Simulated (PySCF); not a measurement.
**Spin-rotation constants: `C=[P@@](C#CC)(CC)CC(C)C`, C10H19P**

Molfile (atoms numbered from 1):
```
C10H19P
     RDKit          3D

 30 29  0  0  0  0  0  0  0  0999 V2000
   -0.4578   -1.3883    2.2369 C   0  0  0  0  0  0  0  0  0  0  0  0
   -0.4672   -0.1460    1.0714 P   0  0  1  0  0  5  0  0  0  0  0  0
   -1.4680   -0.6914   -0.2686 C   0  0  0  0  0  0  0  0  0  0  0  0
   -2.1570   -1.1314   -1.1541 C   0  0  0  0  0  0  0  0  0  0  0  0
   -2.9794   -1.6371   -2.2280 C   0  0  0  0  0  0  0  0  0  0  0  0
   -1.3677    1.2809    1.8025 C   0  0  0  0  0  0  0  0  0  0  0  0
   -1.7024    2.4095    0.8384 C   0  0  0  0  0  0  0  0  0  0  0  0
    0.8858    0.7087    0.0577 C   0  0  0  0  0  0  0  0  0  0  0  0
    1.8210   -0.3423   -0.5396 C   0  0  0  0  0  0  0  0  0  0  0  0
    2.5668    0.2193   -1.7480 C   0  0  0  0  0  0  0  0  0  0  0  0
    2.8039   -0.8370    0.5165 C   0  0  0  0  0  0  0  0  0  0  0  0
    0.0447   -1.0668    3.1490 H   0  0  0  0  0  0  0  0  0  0  0  0
   -0.0149   -2.3012    1.8404 H   0  0  0  0  0  0  0  0  0  0  0  0
   -2.5792   -2.5870   -2.5821 H   0  0  0  0  0  0  0  0  0  0  0  0
   -3.9978   -1.7933   -1.8733 H   0  0  0  0  0  0  0  0  0  0  0  0
   -2.9947   -0.9282   -3.0560 H   0  0  0  0  0  0  0  0  0  0  0  0
   -0.7653    1.6480    2.6391 H   0  0  0  0  0  0  0  0  0  0  0  0
   -2.2779    0.8415    2.2215 H   0  0  0  0  0  0  0  0  0  0  0  0
   -0.8069    2.9417    0.5259 H   0  0  0  0  0  0  0  0  0  0  0  0
   -2.3684    3.1244    1.3194 H   0  0  0  0  0  0  0  0  0  0  0  0
   -2.2016    2.0164   -0.0459 H   0  0  0  0  0  0  0  0  0  0  0  0
    1.4410    1.3957    0.7035 H   0  0  0  0  0  0  0  0  0  0  0  0
    0.4114    1.2847   -0.7398 H   0  0  0  0  0  0  0  0  0  0  0  0
    1.2069   -1.1927   -0.8705 H   0  0  0  0  0  0  0  0  0  0  0  0
    3.1557    1.0878   -1.4579 H   0  0  0  0  0  0  0  0  0  0  0  0
    1.8692    0.5193   -2.5273 H   0  0  0  0  0  0  0  0  0  0  0  0
    3.2402   -0.5286   -2.1608 H   0  0  0  0  0  0  0  0  0  0  0  0
    2.2643   -1.1821    1.3968 H   0  0  0  0  0  0  0  0  0  0  0  0
    3.4012   -1.6609    0.1319 H   0  0  0  0  0  0  0  0  0  0  0  0
    3.4762   -0.0350    0.8173 H   0  0  0  0  0  0  0  0  0  0  0  0
  1  2  2  0
  2  3  1  6
  3  4  3  0
  4  5  1  0
  2  6  1  0
  6  7  1  0
  2  8  1  0
  8  9  1  0
  9 10  1  0
  9 11  1  0
  1 12  1  0
  1 13  1  0
  5 14  1  0
  5 15  1  0
  5 16  1  0
  6 17  1  0
  6 18  1  0
  7 19  1  0
  7 20  1  0
  7 21  1  0
  8 22  1  0
  8 23  1  0
  9 24  1  0
 10 25  1  0
 10 26  1  0
 10 27  1  0
 11 28  1  0
 11 29  1  0
 11 30  1  0
M  END
```

Method used: PySCF, GIAO wB97X-D/pcSseg-1 magnetisability, rotational g tensor and spin-rotation constants, non-relativistic, gas phase. Geometry: GFN2-xTB.

Q: Give the nuclear spin-rotation constants along the inertial axes (H = +C I·J) beside the isotropic shieldings.

A: Rotational constants 0.9054, 0.6639, 0.5332 GHz. A star marks the isotopologue with that one atom substituted, in its own axes.
```tsv
atom	isotope	Caa (kHz)	Cbb (kHz)	Ccc (kHz)	mean (kHz)	σ (ppm)
P2	31P	1.416	1.171	0.723	1.103	327.4
H12	1H	-0.088	-0.017	-0.052	-0.052	32.1
H13	1H	-0.094	-0.034	-0.030	-0.053	31.6
H14	1H	-0.087	-0.024	-0.034	-0.048	29.7
H15	1H	0.009	-0.070	-0.052	-0.038	29.7
H16	1H	-0.099	-0.063	0.005	-0.052	29.8
H17	1H	-0.065	0.001	-0.066	-0.043	30.1
H18	1H	-0.005	-0.062	-0.046	-0.038	29.8
H19	1H	-0.022	-0.075	-0.036	-0.044	30.9
H20	1H	-0.057	-0.025	-0.051	-0.045	30.5
H21	1H	-0.072	-0.008	-0.056	-0.045	30.4
H22	1H	-0.068	-0.015	-0.063	-0.049	31.3
H23	1H	-0.085	-0.068	0.000	-0.051	30.2
H24	1H	-0.055	-0.027	-0.044	-0.042	30.0
H25	1H	-0.062	-0.040	-0.040	-0.048	31.0
H26	1H	-0.049	-0.055	-0.034	-0.046	30.8
H27	1H	-0.056	-0.031	-0.047	-0.045	30.6
H28	1H	-0.063	-0.043	-0.021	-0.043	29.5
H29	1H	-0.066	-0.029	-0.044	-0.046	30.8
H30	1H	-0.049	-0.047	-0.046	-0.047	31.4
C1	13C*	0.100	0.076	0.072	0.083	184.3
C3	13C*	0.216	0.096	0.181	0.165	104.7
C4	13C*	0.232	0.120	0.209	0.187	80.7
C5	13C*	0.108	0.078	0.066	0.084	181.6
C6	13C*	0.143	0.109	0.081	0.111	157.9
C7	13C*	0.120	0.087	0.069	0.092	175.7
C8	13C*	0.164	0.122	0.107	0.131	138.5
C9	13C*	0.141	0.103	0.082	0.109	160.3
C10	13C*	0.144	0.106	0.080	0.110	159.2
C11	13C*	0.141	0.102	0.079	0.107	162.0
```
For the geometry as given, no vibrational averaging.
